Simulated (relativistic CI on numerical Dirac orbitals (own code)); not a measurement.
**The 5-electron sequence from Tb LXI to Bi LXXIX**

These numbers are calculated, not measured: Dirac-Coulomb-Breit CI, KLI orbitals optimised for each configuration, model QED, unscaled Slater integrals (own radial code, finite nucleus).

Configurations in the expansion (outside the closed core 1s2): 2s2 2p, 2s 2p2, 2p3, 2p2 3s, 2p2 3p, 2p2 3d, 2s2 3s. Levels of other configurations are missing.

Energies above each ion's lowest level, in eV. Levels are followed by their leading LS label, which can pass from one level to another where the coupling changes.

```tsv
Ion	2s2 2p 2P°_1/2	2s 2p2 4P_1/2	2s2 2p 2P°_3/2	2s 2p2 4P_3/2	2s 2p2 2D_5/2	2s 2p2 2P_1/2	2s 2p2 2D_3/2
Tb LXI	0	218.38	814.62	966.64	1004.6	1066.1	1068.1
Dy LXII	0	223.83	872.25	1028.2	1066.5	1129.3	1131.3
Ho LXIII	0	229.46	933.14	1093.1	1131.9	1195.8	1198
Er LXIV	0	235.16	997.43	1161.5	1200.7	1265.9	1268.1
Tm LXV	0	241.01	1065.3	1233.6	1273.2	1339.6	1341.9
Yb LXVI	0	246.89	1136.8	1309.4	1349.4	1417.1	1419.4
Lu LXVII	0	252.89	1212.3	1389.2	1429.5	1498.6	1500.9
Hf LXVIII	0	259.08	1291.8	1473.3	1513.9	1584.4	1586.7
Ta LXIX	0	265.37	1375.6	1561.6	1602.6	1674.5	1676.8
W LXX	0	271.77	1463.8	1654.5	1695.8	1769.1	1771.4
Re LXXI	0	278.31	1556.6	1752.1	1793.7	1868.5	1870.8
Os LXXII	0	284.92	1654.3	1854.6	1896.4	1972.8	1975
Ir LXXIII	0	291.74	1757	1962.4	2004.4	2082.3	2084.5
Pt LXXIV	0	298.64	1865	2075.5	2117.8	2197.2	2199.4
Au LXXV	0	305.7	1978.5	2194.2	2236.7	2317.8	2319.9
Hg LXXVI	0	312.86	2097.9	2318.8	2361.5	2444.3	2446.2
Tl LXXVII	0	320.2	2223.2	2449.5	2492.4	2576.9	2578.7
Pb LXXVIII	?	?	?	?	?	?	?
Bi LXXIX	0	335.22	2493.2	2730.4	2773.6	2861.6	2863.2
```

Problem. Fill in the row of Pb LXXVIII.

Solution. 2s2 2p 2P°_1/2 0, 2s 2p2 4P_1/2 327.63, 2s2 2p 2P°_3/2 2354.9, 2s 2p2 4P_3/2 2586.6, 2s 2p2 2D_5/2 2629.7, 2s 2p2 2P_1/2 2715.9, 2s 2p2 2D_3/2 2717.6 (eV).

The lowest level keeps the configuration 2s2 2p and J = 1/2 throughout.

Between Z = 80 and 83 the energy of 2s 2p2 4P_1/2 follows a local power law Z^1.9. For orientation: electrostatic splittings inside a shell grow about linearly with the screened charge, excitations that change n as its square, and fine structure as its fourth power; written in Z itself the exponents are larger, since the screened charge grows faster in proportion.
